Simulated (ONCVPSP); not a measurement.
**Building the ONCV potential for titanium (Ti) (PBE, scalar-relativistic).**

```json
{"Element": "titanium (Ti)", "Generator": "ONCVPSP 4.0.1", "Type": "optimised norm-conserving Vanderbilt (ONCV)", "Functional": "PBE", "Relativity": "scalar-relativistic", "Frozen core": "[Ne] 3s2", "Valence charge": "10", "Reference configuration": "3p6 3d2 4s1 (charge +1)", "Partial waves": "4s: rc 2.05 bohr, ncon 4, nbas 7, qcut 2.5 1/bohr, 1 projector; 3p: rc 1.50 bohr, ncon 4, nbas 7, qcut 11.3 1/bohr, 2 projectors, debl 1.4 Ha; 3d: rc 1.90 bohr, ncon 4, nbas 9, qcut 8 1/bohr, 1 projector", "Local potential": "polynomial inside 1.30 bohr (lpopt 2, dvloc0 2 Ha)", "Core correction": "none"}
```

All-electron outer shells of the reference configuration (PBE, scalar-relativistic, ld1.x):

| shell | level (eV) | outermost node (bohr) | outermost maximum (bohr) |
| --- | --- | --- | --- |
| 3s | -69.92 | 0.40 | 0.87 |
| 3p | -46.15 | 0.37 | 0.90 |
| 3d | -11.37 | – | 0.98 |
| 4s | -10.35 | 1.24 | 2.74 |

(1) Does the generator finish with these settings?

## Answers

(1) No. ONCVPSP 4.0.1 stopped with "optimize: ERROR ps0norm > uunorm, code will stop": the continuity conditions at rc already need more norm inside rc than the all-electron wave has, so norm conservation cannot be met. It happened in the s channel.
